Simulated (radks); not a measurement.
Q: A nucleus of charge 81.3 with 80 electrons, 80 electrons, occupied as [Hg]. All-electron calculation, scalar-relativistic Kohn-Sham, SCAN, spin-unpolarised, spherical densities, finite nucleus; meta-GGA in the generalised Kohn-Sham scheme; Fermi nuclear charge, rms radius 5.4759 fm. Program: a radial shooting solver on a logarithmic mesh with Libxc functionals. Some entries of the table are withheld. Estimate them.

orbital,occ.,eigenvalue (hartree),r(max) (bohr),<1/r> (bohr^-1)
1s,2,(1),0.009976,99.96
2s,2,-567.7598,0.05780,23.49
2p,6,-487.9622,0.04811,20.69
3s,2,-136.5230,0.1629,8.713
3p,6,-113.4546,0.1629,7.894
3d,10,-89.58397,0.1330,7.404
4s,2,-31.13472,0.3670,(2)
4p,6,-23.53966,0.3868,3.370
4d,10,-14.62732,0.3933,3.027
5s,2,-5.41845,0.8018,1.557
4f,14,-4.81168,0.3560,2.626
5p,6,-3.34236,0.8993,1.333
5d,10,-1.01231,1.095,(3)
6s,2,-0.73431,2.008,0.5490

A: 
(1) 1s eigenvalue (hartree): -3176.505
(2) 4s <1/r> (bohr^-1): 3.741
(3) 5d <1/r> (bohr^-1): 0.9730
